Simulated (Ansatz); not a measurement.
One change: `[CH3][In]([NH2])[NH2]` becomes `[CH3][In]([NH2])[Br]`.

Ansatz, PBE0-D4/def2-TZVP geometries, multiplicity 1. Each molecule was computed in one conformer, which needn't be the lowest.

Elements past krypton have def2 core potentials. Scalar relativity is left out up to krypton.

```json
{"property": "LUMO energy (B3LYP/def2-TZVPP) / eV", "`[CH3][In]([NH2])[NH2]`": "-0.69"}
{"property": "HOMO–LUMO gap (ωB97M-V/def2-TZVPP) / eV", "`[CH3][In]([NH2])[NH2]`": "9.90"}
{"property": "size of the dipole moment (ωB97M-V/def2-TZVPP) / D", "`[CH3][In]([NH2])[NH2]`": "1.70"}
{"property": "HOMO energy (B3LYP/def2-TZVPP) / eV", "`[CH3][In]([NH2])[NH2]`": "-6.22"}
{"property": "HOMO–LUMO gap (B3LYP/def2-TZVPP) / eV", "`[CH3][In]([NH2])[NH2]`": "5.54"}
{"property": "ideal-gas entropy at 298 K and 1 bar (rigid rotor, harmonic PBE0-D4/def2-TZVP) / J/(mol·K)", "`[CH3][In]([NH2])[NH2]`": "381"}
```

(1) What does the change do to each property? (Best estimate.)

## Answers

(1) The calculation gave: 
| property | `[CH3][In]([NH2])[Br]` | shift |
| --- | --- | --- |
| LUMO energy (B3LYP/def2-TZVPP) / eV | -1.29 | -0.60 |
| HOMO–LUMO gap (ωB97M-V/def2-TZVPP) / eV | 10.16 | 0.26 |
| size of the dipole moment (ωB97M-V/def2-TZVPP) / D | 3.54 | 1.84 |
| HOMO energy (B3LYP/def2-TZVPP) / eV | -7.05 | -0.83 |
| HOMO–LUMO gap (B3LYP/def2-TZVPP) / eV | 5.76 | 0.22 |
| ideal-gas entropy at 298 K and 1 bar (rigid rotor, harmonic PBE0-D4/def2-TZVP) / J/(mol·K) | 384 | 3 |

With PBE0 the HOMO falls by 0.83 eV and the LUMO falls by 0.61 eV, so the gap widens by about 0.22 eV. PBE moves the HOMO by -0.85 eV and ωB97M-V by -0.78 eV. The zero-point energy changes by -62.1 kJ/mol with -6 modes. Dipoles are sizes alone; their direction can turn. Modes under 60 cm⁻¹, often nearly free rotors, make the harmonic entropy too high.

B3LYP here is the variant with VWN-RPA as its local correlation; programs differ in this.

Spin–orbit coupling is left out; it splits and shifts lone-pair levels of the heavy atoms by tenths of an eV.
